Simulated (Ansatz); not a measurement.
Reaction (redistribution): `O[SiH2]I` + `N[SiH2]OBF` → `N[SiH2]I` + `O[SiH2]OBF`

Computed with Ansatz on PBE0-D4/def2-TZVP structures; ΔE is electronic, products minus reactants. CCSD(T)/CBS is the MP2 limit (def2-TZVPP, def2-QZVPP) plus CCSD(T) − MP2 in def2-TZVPP, frozen cores. Functionals use def2-TZVPP. Elements past krypton have def2 core potentials. For I outer-core shells are correlated without core-valence functions, which leaves a few kJ/mol of doubt a bond. Each species was taken in one conformer, which may not be the lowest.

| species | r2SCAN energy (Eh) |
| --- | --- |
| `O[SiH2]I` | -664.41089 |
| `N[SiH2]OBF` | -547.32410 |
| `N[SiH2]I` | -644.52142 |
| `O[SiH2]OBF` | -567.21563 |

Q: Work out ΔE.

A: ΔE = (-644.52142) + (-567.21563) − (-664.41089) − (-547.32410) = -0.00206 Eh = -0.06 eV. CCSD(T)/CBS gives -0.05 eV.

Largest T1 diagnostic among the species: 0.013.
